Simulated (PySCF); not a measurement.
ZnH2, SMILES [ZnH2].

Geometry optimised at r2SCAN-D4/def2-TZVPD. The isomer is the one that the SMILES or the coordinates give; other isomers of the formula were not compared.

The numbers are results of r2SCAN-D4/def2-TZVPD (PySCF 2.14.0), not measurements.

Frequencies are harmonic and unscaled.

Modes within 1.5 cm⁻¹ of each other (mostly degenerate sets) share a row, with their intensities summed.

| mode | ν (cm⁻¹) | IR (km/mol) | moving atoms (share of kinetic energy) |
|---|---|---|---|
| 1–2 | 667 | 298.6 | H 97 % |
| 3 | 1926 | 309.3 | H 97 % |
| 4 | 1935 | 0.0 | H 100 % |
